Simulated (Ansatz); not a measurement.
Reaction (cleavage of the Zn–Ga bond): `[F][Zn][GaH2]` + silanol → `[F][Zn][O][SiH3]` + `[GaH3]`

Isolated molecules relaxed with PBE0-D4/def2-TZVP in Ansatz; ΔE leaves out vibrations. CCSD(T)/CBS adds triple-zeta CCSD(T) − MP2 to the extrapolated MP2 energy (def2 sets, frozen cores). DFT in def2-TZVPP. B3LYP here is the variant with VWN-RPA as its local correlation; programs differ in this. HSE06 is defined as in plane-wave codes. For Ga, Zn outer-core shells are correlated without core-valence functions, which leaves a few kJ/mol of doubt a bond. Scalar relativity is left out up to krypton. Each species was taken in one conformer, which may not be the lowest.

`[F][Zn][GaH2]`:

Cartesian coordinates in Å:
```
F 1.605 -2.630 0.803
Zn 0.714 -1.169 0.357
Ga -0.501 0.820 -0.251
H -0.628 1.264 -1.754
H -1.190 1.715 0.844
```

`O[SiH3]`:

Z-matrix (Å, degrees):
```
Si
O 1 1.648
H 1 1.489 2 111.7
H 1 1.489 2 111.7 3 120.9
H 1 1.481 2 105.9 3 -119.6
H 2 0.957 1 117.9 3 -60.5
```

`[F][Zn][O][SiH3]`:

```xyz
7

F    -3.013   -2.197    0.028
Zn   -1.467   -1.412    0.062
O     0.122   -0.690    0.109
Si    0.899    0.735   -0.020
H     2.356    0.503    0.151
H     0.663    1.362   -1.352
H     0.440    1.698    1.022
```

`[GaH3]`:

Cartesian coordinates in Å:
```
Ga 0.000 0.000 0.001
H -1.035 -1.058 -0.520
H -0.119 1.498 -0.448
H 1.153 -0.440 0.967
```

```json
{"level": "PBE-D4", "ΔE (kcal/mol)": "8.5", "difference from CCSD(T)/CBS": "4.9"}
{"level": "revPBE-D4", "ΔE (kcal/mol)": "7.7", "difference from CCSD(T)/CBS": "4.1"}
{"level": "BLYP-D4", "ΔE (kcal/mol)": "6.8", "difference from CCSD(T)/CBS": "3.2"}
{"level": "r2SCAN-D4", "ΔE (kcal/mol)": "5.1", "difference from CCSD(T)/CBS": "1.5"}
{"level": "B97M-V", "ΔE (kcal/mol)": "2.4", "difference from CCSD(T)/CBS": "-1.2"}
{"level": "PBE0-D4", "ΔE (kcal/mol)": "7.1", "difference from CCSD(T)/CBS": "3.5"}
{"level": "B3LYP-D4", "ΔE (kcal/mol)": "6.0", "difference from CCSD(T)/CBS": "2.4"}
{"level": "r2SCAN0-D4", "ΔE (kcal/mol)": "5.0", "difference from CCSD(T)/CBS": "1.4"}
{"level": "HSE06-D4", "ΔE (kcal/mol)": "7.1", "difference from CCSD(T)/CBS": "3.5"}
{"level": "BHLYP-D4", "ΔE (kcal/mol)": "4.3", "difference from CCSD(T)/CBS": "0.7"}
{"level": "CAM-B3LYP-D4", "ΔE (kcal/mol)": "3.8", "difference from CCSD(T)/CBS": "0.2"}
{"level": "ωB97X-V", "ΔE (kcal/mol)": "3.1", "difference from CCSD(T)/CBS": "-0.5"}
{"level": "ωB97M-V", "ΔE (kcal/mol)": "5.3", "difference from CCSD(T)/CBS": "1.7"}
{"level": "B2PLYP", "ΔE (kcal/mol)": "4.0", "difference from CCSD(T)/CBS": "0.4"}
{"level": "PBE-QIDH", "ΔE (kcal/mol)": "3.6", "difference from CCSD(T)/CBS": "0.0"}
{"level": "PBE", "ΔE (kcal/mol)": "8.9", "difference from CCSD(T)/CBS": "5.3"}
{"level": "revPBE", "ΔE (kcal/mol)": "8.9", "difference from CCSD(T)/CBS": "5.3"}
{"level": "BLYP", "ΔE (kcal/mol)": "7.7", "difference from CCSD(T)/CBS": "4.1"}
{"level": "PBE0", "ΔE (kcal/mol)": "7.4", "difference from CCSD(T)/CBS": "3.8"}
{"level": "B3LYP", "ΔE (kcal/mol)": "6.6", "difference from CCSD(T)/CBS": "3.0"}
{"level": "r2SCANh", "ΔE (kcal/mol)": "5.2", "difference from CCSD(T)/CBS": "1.6"}
{"level": "r2SCAN0", "ΔE (kcal/mol)": "5.1", "difference from CCSD(T)/CBS": "1.5"}
{"level": "HSE06", "ΔE (kcal/mol)": "7.4", "difference from CCSD(T)/CBS": "3.8"}
{"level": "BHLYP", "ΔE (kcal/mol)": "4.6", "difference from CCSD(T)/CBS": "1.0"}
{"level": "CAM-B3LYP", "ΔE (kcal/mol)": "4.1", "difference from CCSD(T)/CBS": "0.5"}
{"level": "LC-ωPBE", "ΔE (kcal/mol)": "2.9", "difference from CCSD(T)/CBS": "-0.7"}
{"level": "RPA@PBE/def2-TZVPP", "ΔE (kcal/mol)": "0.7", "difference from CCSD(T)/CBS": "-2.9"}
{"level": "HF/def2-SVP", "ΔE (kcal/mol)": "-1.0", "difference from CCSD(T)/CBS": "-4.6"}
{"level": "MP2/def2-SVP", "ΔE (kcal/mol)": "-1.8", "difference from CCSD(T)/CBS": "-5.4"}
{"level": "CCSD/def2-SVP", "ΔE (kcal/mol)": "-0.7", "difference from CCSD(T)/CBS": "-4.3"}
{"level": "CCSD(T)/def2-SVP", "ΔE (kcal/mol)": "-0.3", "difference from CCSD(T)/CBS": "-3.9"}
{"level": "HF/def2-TZVPP", "ΔE (kcal/mol)": "0.6", "difference from CCSD(T)/CBS": "-3.0"}
{"level": "SCS-MP2/def2-TZVPP", "ΔE (kcal/mol)": "0.3", "difference from CCSD(T)/CBS": "-3.3"}
{"level": "CCSD(T)/def2-TZVPP", "ΔE (kcal/mol)": "2.0", "difference from CCSD(T)/CBS": "-1.6"}
{"level": "HF/def2-QZVPP", "ΔE (kcal/mol)": "-0.7", "difference from CCSD(T)/CBS": "-4.3"}
{"level": "MP2/def2-QZVPP", "ΔE (kcal/mol)": "1.6", "difference from CCSD(T)/CBS": "-2.0"}
{"level": "SCS-MP2/def2-QZVPP", "ΔE (kcal/mol)": "0.6", "difference from CCSD(T)/CBS": "-3.0"}
{"level": "HF/CBS(def2)", "ΔE (kcal/mol)": "-0.9", "difference from CCSD(T)/CBS": "-4.5"}
{"level": "MP2/CBS(def2)", "ΔE (kcal/mol)": "2.7", "difference from CCSD(T)/CBS": "-0.9"}
{"level": "CCSD/CBS(def2)", "ΔE (kcal/mol)": "3.4", "difference from CCSD(T)/CBS": "-0.2"}
{"level": "CCSD(T)/CBS", "ΔE (kcal/mol)": "3.6", "difference from CCSD(T)/CBS": "0"}
```

Q: What do rigid-rotor, harmonic-oscillator terms from PBE0-D4/def2-TZVP frequencies (298.15 K, 1 bar) make of the CCSD(T)/CBS value? (Estimate.)

A: Ansatz gave: ΔZPE = -2.4 kcal/mol, ΔH = +1.2 kcal/mol, ΔS = -5 J/(mol·K), ΔG = +1.6 kcal/mol. Modes under 50 cm⁻¹ make the entropy rough.

Largest T1 diagnostic among the species: 0.017.

From PBE to PBE0 (25 % exact exchange), in def2-TZVPP and without D4, ΔE moves by −1.5 kcal/mol. At CCSD(T), def2-SVP lies −3.9 kcal/mol from the extrapolated value and def2-TZVPP −1.6 kcal/mol.
